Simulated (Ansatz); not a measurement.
```yaml
crystal:
  periodic: [false, false, false]
  atoms:
    - {symbol: B, position_ang: [-0.139401, 1.701675, -0.211803]}
    - {symbol: N, position_ang: [-0.074545, 0.342251, -0.504513]}
    - {symbol: Si, position_ang: [0.132341, -1.004370, 0.616056]}
    - {symbol: S, position_ang: [0.111656, -2.705066, -0.732256]}
    - {symbol: Zn, position_ang: [-0.136375, -0.883575, -1.945087]}
    - {symbol: H, position_ang: [-0.049759, 2.075341, 0.931672]}
    - {symbol: H, position_ang: [-0.284334, 2.514491, -1.086204]}
    - {symbol: H, position_ang: [1.425146, -0.937757, 1.343065]}
    - {symbol: H, position_ang: [-0.984729, -1.102991, 1.589061]}
basis:
  gaussian: {orbitals: def2-TZVPP, final_grid: {core_spheres: 5, valence_spheres: 4, degree: 11}}
hamiltonian: {xc: {name: PBE1PBE}}
output: {forces: true}
```

```sh
$ ansatz run in.yaml --threads 4 --pin off --events-out ev --progress --plain --max-ram 10444MiB
```

Output, abridged:

```
Error: YAML parse error: error: line 15 column 19: hamiltonian.xc: no functional is named "PBE1PBE"; the names, which are not case-sensitive, are SVWN5, SPW92, PBE, PBE0, PBEsol, revPBE, revPBE0, RPBE, rPW86-PBE, HSE06, wPBEh, LC-wPBE, HISS, HF, BLYP, B3LYP, B3LYP5, BHLYP, CAM-B3LYP, r2SCAN, r2SCANh, r2SCAN0, r2SCAN50, m-r2SCAN, B97, wB97, wB97X, wB97X-V, B97M-V, wB97M-V, B2PLYP, B2GP-PLYP, PBE0-DH, PBE-QIDH
  --> <input>:15:19
   |
13 | basis:
14 |   gaussian: {orbitals: def2-TZVPP, final_grid: {core_spheres: 5, valence_spheres: 4…
15 | hamiltonian: {xc: {name: PBE1PBE}}
   |                   ^ hamiltonian.xc: no functional is named "PBE1PBE"; the names, which are not case-sensitive, are SVWN5, SPW92, PBE, PBE0, PBEsol, revPBE, revPBE0, RPBE, rPW86-PBE, HSE06, wPBEh, LC-wPBE, HISS, HF, BLYP, B3LYP, B3LYP5, BHLYP, CAM-B3LYP, r2SCAN, r2SCANh, r2SCAN0, r2SCAN50, m-r2SCAN, B97, wB97, wB97X, wB97X-V, B97M-V, wB97M-V, B2PLYP, B2GP-PLYP, PBE0-DH, PBE-QIDH
16 | output: {forces: true}
   |
```

(1) Something in this input is off. What?

Results:

(1) The method's name isn't one that the program takes here. The program refused the input.

HSE06 is defined as in plane-wave codes.
